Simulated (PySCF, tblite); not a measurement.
Isomers of C7H16OSi. Calculated harmonic vibrations of the isolated species, GFN2-xTB (tblite), most abundant isotopes, no scaling. Against measured fundamentals such values can be off by several per cent, at times by over 20. Modes of hydrogen on silicon can be 10 to 20 % off. One conformer each.

Electronic energies: PBE0/pcSseg-1 single points on the GFN2-xTB geometries (PySCF, gas phase).

| SMILES | electronic energy, lowest = 0 (kJ/mol) |
| --- | --- |
| CCO/C=C(\[SiH3])C(C)C | 39.7 |
| CCC[C@@H]1[C@H]([SiH3])[C@@H]1OC | 84.2 |
| C/C=C(\CO)C(C)(C)[SiH3] | 55.7 |
| C/C=C(/OC)C(C)(C)[SiH3] | 72.1 |
| CCC[C@@H]1CO[C@H]([SiH3])C1 | 0.0 |

Q: How do GFN2-xTB zero-point energies change the relative energies?

A: 
| SMILES | ZPE (kJ/mol) | of it from modes above 1550 cm⁻¹ | electronic (kJ/mol) | with ZPE, lowest = 0 (kJ/mol) | lowest mode (cm⁻¹) | rings |
| --- | --- | --- | --- | --- | --- | --- |
| CCC[C@@H]1CO[C@H]([SiH3])C1 | 555.8 | 271.3 | 0.0 | 0.0 | 20 | 1 |
| CCO/C=C(\[SiH3])C(C)C | 546.2 | 283.0 | 39.7 | 30.1 | 36 | 0 |
| C/C=C(\CO)C(C)(C)[SiH3] | 550.1 | 288.0 | 55.7 | 49.9 | 39 | 0 |
| C/C=C(/OC)C(C)(C)[SiH3] | 546.8 | 285.0 | 72.1 | 63.1 | 27 | 0 |
| CCC[C@@H]1[C@H]([SiH3])[C@@H]1OC | 550.7 | 272.4 | 84.2 | 79.1 | 47 | 1 |

The zero-point energies span 9.6 kJ/mol, from `CCO/C=C(\[SiH3])C(C)C` to `CCC[C@@H]1CO[C@H]([SiH3])C1`. The order is unchanged.

Q: And how do the electronic energies of GFN2-xTB itself compare?

A: `CCC[C@@H]1CO[C@H]([SiH3])C1` 0.0; `CCO/C=C(\[SiH3])C(C)C` 74.3; `C/C=C(\CO)C(C)(C)[SiH3]` 100.8; `C/C=C(/OC)C(C)(C)[SiH3]` 80.6; `CCC[C@@H]1[C@H]([SiH3])[C@@H]1OC` 86.1 kJ/mol, lowest = 0. Against the energies above, taken from the same isomer `CCC[C@@H]1CO[C@H]([SiH3])C1`, the largest difference is 45.1 kJ/mol.

Q: What do entropy and thermal enthalpy add at 298.15 K and 1 bar (rigid rotor, harmonic oscillator, one conformer each)?

A: 
```tsv
SMILES	point group	symmetry number	S (J/(mol K))	H − H(0) (kJ/mol)	ZPE + H − H(0) − TS (kJ/mol)
CCO/C=C(\[SiH3])C(C)C	C1	1	481.8	37.43	440.0
C/C=C(\CO)C(C)(C)[SiH3]	C1	1	450.6	35.27	451.0
C/C=C(/OC)C(C)(C)[SiH3]	C1	1	461.8	36.66	445.7
CCC[C@@H]1[C@H]([SiH3])[C@@H]1OC	C1	1	453.5	34.60	450.1
```

Not tabulated: `CCC[C@@H]1CO[C@H]([SiH3])C1` (lowest mode only 20 cm⁻¹).
